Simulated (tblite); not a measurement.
Task: Write Cartesian coordinates for `c1ccc(F)pc1C(F)(F)F` as optimised with GFN2-xTB.

Result: 
```
atom  x, y, z in Å
F1    -2.6352   -2.1284   -0.0033
C2    -1.6725   -1.1805   -0.0063
C3    -2.0868    0.1320   -0.0471
C4    -1.1904    1.1896   -0.0560
C5     0.1792    0.9972   -0.0248
C6     0.7637   -0.2577    0.0208
C7     2.2599   -0.3178    0.0537
F8     2.7832    0.3295    1.1098
F9     2.7087   -1.5806    0.1184
F10    2.8247    0.2340   -1.0348
P11   -0.0424   -1.8021    0.0434
H12   -3.1501    0.3261   -0.0713
H13   -1.5732    2.1976   -0.0896
H14    0.8304    1.8605   -0.0353
```

Any rigid rotation of these coordinates is as good. Atoms count from 1 in this order. Of the pairs four or more bonds apart, F8···H14 is among the closest relative to their van der Waals radii: 2.73 Å, 102 % of the sum of Bondi's values. The 6-membered ring C2–C3–C4–C5–C6–P11 has internal angles of 96.7° to 128.4° (sum 720°, against 720° for a flat polygon); it is planar, 0.00 Å rms from its mean plane, widest ring torsion 0°. The 5 C–C bonds span 1.377 Å (C2–C3, aromatic) to 1.498 Å (C6–C7, drawn single), a spread of 0.121 Å.

Bonds between heavy atoms (Å): F1–C2 1.351, C2–C3 1.377, C3–C4 1.386, C4–C5 1.383, C5–C6 1.385, C6–C7 1.498, C7–F8 1.345, C7–F9 1.342, C7–F10 1.345, C6–P11 1.742, C2–P11 1.745.

Structure optimised with GFN2-xTB, isolated species.

Point group: Cs (every atom within 0.08 Å of its image). Its GFN2-xTB frequencies are all real (lowest 18 cm⁻¹). 2 starts were optimised and ended at 0.00 and 0.52 kcal/mol (GFN2-xTB); the lowest of these is shown.

The numbers are calculated, not measured.
